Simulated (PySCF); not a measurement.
C$_{3}$H$_{2}$N (SMILES C=[C-]C#N), charge -1, singlet, geometry from GFN2-xTB (in this run its highest filled SCF level lies above zero, so its values depend strongly on the basis, on diffuse functions most of all). Base run: PBE0/6-31G run with PySCF.

The PySCF input:
```python
from pyscf import gto, scf, dft

mol = gto.M(
    atom='''
C    -0.120595   -1.695859    0.008662
C     0.478959   -0.514868    0.006682
C    -0.036520    0.737111   -0.004464
H    -1.215760   -1.893473    0.001174
H     0.461673   -2.623511    0.018494
N    -0.168140    1.908383   -0.012135
''',
    basis='6-31g',
    charge=-1,
    spin=0,
    verbose=4,
)

mf = dft.RKS(mol)
mf.xc = 'pbe0'
mf.kernel()
```

The base run was repeated with changes; each row names its change, and settings that it needs were set with it.

```json
[
 {"change": "base", "ΔE vs base (mEh)": "0.000", "fitting functions": "-"},
 {"change": "auxbasis = autoaux", "ΔE vs base (mEh)": "-0.664", "fitting functions": "343"},
 {"change": "auxbasis = default (with mf = mf.density_fit())", "ΔE vs base (mEh)": "0.012", "fitting functions": "326"},
 {"change": "auxbasis = even-tempered beta=1.6", "ΔE vs base (mEh)": "-0.569", "fitting functions": "467"},
 {"change": "auxbasis = def2-svp-ri", "ΔE vs base (mEh)": "-6.395", "fitting functions": "220"},
 {"change": "auxbasis = def2-tzvp-ri", "ΔE vs base (mEh)": "-0.096", "fitting functions": "334"},
 {"change": "auxbasis = def2-universal-jfit", "ΔE vs base (mEh)": "0.506", "fitting functions": "218"},
 {"change": "auxbasis = cc-pvqz-jkfit", "ΔE vs base (mEh)": "-0.016", "fitting functions": "526"},
 {"change": "auxbasis = cc-pvdz-jkfit", "ΔE vs base (mEh)": "0.012", "fitting functions": "326"},
 {"change": "auxbasis = even-tempered beta=2.0", "ΔE vs base (mEh)": "-0.703", "fitting functions": "317"}
]
```

A fitting set is made for a task (jfit for Coulomb, jkfit for Coulomb and exchange, ri for correlation) and for a family of orbital bases.
